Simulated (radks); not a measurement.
Radial electron density D(r) = 4 pi r^2 rho(r) of an atom or ion with 33 electrons. Method: scalar-relativistic Kohn-Sham, LDA (Slater exchange, VWN5 correlation), spin-polarised, spherical densities, finite nucleus; Fermi nuclear charge, rms radius of each element as measured or else 0.836 A^(1/3) + 0.57 fm; computed with a radial shooting solver on a logarithmic mesh with Libxc functionals.

```
   r/bohr * D(r) (the largest magnitude, 69.7, reaches the edge; | marks zero)
 0.001463 | *
 0.001663 | *
  0.00189 | *
 0.002131 |  *
 0.002422 |   *
 0.002753 |    *
 0.003129 |     *
 0.003528 |      *
 0.004009 |       *
 0.004557 |         *
 0.005138 |           *
 0.005839 |             *
 0.006637 |                *
 0.007483 |                   *
 0.008505 |                      *
 0.009666 |                          *
  0.01099 |                             *
  0.01239 |                                *
  0.01408 |                                    *
    0.016 |                                       *
  0.01804 |                                         *
   0.0205 |                                           *
   0.0233 |                                           *
  0.02628 |                                           *
  0.02986 |                                          *
  0.03394 |                                        *
  0.03858 |                                      *
  0.04349 |                                     *
  0.04943 |                                     *
  0.05618 |                                      *
  0.06335 |                                         *
    0.072 |                                             *
  0.08183 |                                                  *
  0.09226 |                                                     *
   0.1049 |                                                      *
   0.1192 |                                                    *
   0.1355 |                                                *
   0.1527 |                                          *
   0.1736 |                                     *
   0.1973 |                                  *
   0.2224 |                                  *
   0.2528 |                                     *
   0.2873 |                                        *
    0.324 |                                         *
   0.3682 |                                       *
   0.4185 |                                 *
   0.4756 |                         *
   0.5363 |                 *
   0.6095 |            *
   0.6927 |        *
    0.781 |       *
   0.8877 |      *
    1.009 |     *
    1.138 |   *
    1.293 | *
    1.469 |*
     1.67 *
    1.883 *
     2.14 *
    2.432 *
    2.743 *
```

What is the nuclear charge?

Answer. Z = 44. The innermost maximum, from 1s, lies near gamma/Z bohr with gamma = sqrt(1 - (Z/c)^2) = 0.947, here 0.0215 bohr (found: 0.0235), and its height grows with Z. The density is that of the ruthenium ion Ru11+ in [Ar] 3d10 4s2 4p3; the configuration itself is not fixed sharply by these data, and Z only to a few units. D(r) has 3 maxima, at r = 0.0235, 0.104, 0.319 bohr, and minima at 0.0471, 0.207 bohr, inside which lie 2.03, 11.12 electrons.
